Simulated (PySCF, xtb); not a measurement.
Al(Me)(F) (CH3AlF), SMILES [CH3][Al+][F], charge +1.

GFN2-xTB run with xtb at its own geometry gives an orbital gap of 3.81 eV.

Coordinates come from a ωB97X-D3(BJ)/def2-TZVP optimisation. The multiplicity is an assumed one; other spin states were not compared. The isomer is the one that the SMILES or the coordinates give; other isomers of the formula were not compared.

What does M06-2X/def2-TZVPD in PySCF give? (The exact figures need the calculation; the answer reports its results.)

gap 9.92 eV (levels -17.44 and -7.52 eV).
